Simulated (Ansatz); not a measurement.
Cost and result for the atomization energy of CH$_{6}$BClFNSi (12 atoms, 11 bonds).

```xyz
12

B    -0.889    0.197   -0.617
C     0.049   -1.007   -0.579
N     0.197   -1.867    0.399
F     0.902   -1.249   -1.556
Si    0.246    1.634    0.222
Cl    0.843    1.047    2.142
H    -1.129    0.583   -1.732
H    -1.807    0.075    0.158
H     0.955   -2.532    0.402
H    -0.352   -1.739    1.233
H     1.515    1.969   -0.479
H    -0.530    2.887    0.406
```

Total charge 0; spin multiplicity 1. The bonds changed during the relaxation, so this is another structure than the one it started from. All single points use the PBE0-D4/def2-TZVP geometry. It is one conformer, not always the lowest. Program: Ansatz. All runs use 2 threads of an AMD EPYC 7R13 on a shared host and a share of an NVIDIA H100 80 GB. Times are those of one run each, without the atoms' runs, and a repeat can differ threefold. Electronic energies, without spin–orbit coupling; frozen cores. CCSD(T)/CBS adds CCSD(T) − MP2 in def2-TZVPP to the MP2 limit, and its time is that of the two runs behind it. T1 = 0.014. B3LYP takes the VWN-RPA correlation (the form of Gaussian; ORCA's B3LYP/G).

CCSD(T)/CBS is a level of theory with its own doubt, some kJ/mol a heavy atom from the limit and from the frozen cores, so smaller differences don't rank the functionals.

| level | functions | wall time |
| --- | --- | --- |
| PBE0-D4/def2-TZVPP | 292 | 1.4 s |
| PBE-D4/def2-TZVPP (with forces) | 292 | 1.8 s |
| r2SCAN-D4/def2-TZVPP (with forces) | 292 | 2 s |
| B2PLYP/def2-TZVPP | 292 | 2.5 s |
| B3LYP-D4/def2-TZVPP (with forces) | 292 | 3.4 s |
| ωB97X-V/def2-TZVPP | 292 | 3.9 s |
| MP2/def2-QZVPP | 548 | 4.4 s |
| CCSD(T)/def2-TZVPP | 292 | 4.5 s |
| ωB97M-V/def2-TZVPP (with forces) | 292 | 6 s |
| CCSD(T)/CBS(def2) | – | 8.9 s |

**Question.** What atomization energy does each give, and how far from CCSD(T)/CBS? (An estimate is asked.)

**Answer.** Ansatz gave: 
```
                             level  atomization (kcal/mol)  difference from CCSD(T)/CBS  per bond
                PBE0-D4/def2-TZVPP                  1009.9                         10.8       1.0
   PBE-D4/def2-TZVPP (with forces)                  1031.4                         32.3       2.9
r2SCAN-D4/def2-TZVPP (with forces)                  1012.3                         13.2       1.2
                 B2PLYP/def2-TZVPP                   991.2                         -7.9      -0.7
 B3LYP-D4/def2-TZVPP (with forces)                  1005.9                          6.8       0.6
                ωB97X-V/def2-TZVPP                  1009.3                         10.2       0.9
                    MP2/def2-QZVPP                  1006.3                          7.2       0.7
                CCSD(T)/def2-TZVPP                   970.9                        -28.2      -2.6
  ωB97M-V/def2-TZVPP (with forces)                  1010.2                         11.1       1.0
                 CCSD(T)/CBS(def2)                   999.1                          0.0       0.0
```

From PBE to PBE0 (25 % exact exchange), in def2-TZVPP and without D4, the atomization energy moves by −20.4 kcal/mol: exact exchange takes away binding that semilocal exchange gives to molecules. In def2-TZVPP, CCSD(T) changes the Hartree–Fock value by +251.6 kcal/mol (the triples alone add +17.2 kcal/mol) and MP2 by +270.4 kcal/mol; breaking electron pairs costs correlation energy, which Hartree–Fock lacks. The D4 term adds +11.3 kcal/mol with B3LYP and +6.0 kcal/mol with PBE0; it sums over pairs of atoms, weighted by their polarisabilities, and B3LYP, whose exchange is more repulsive, gets the larger term.
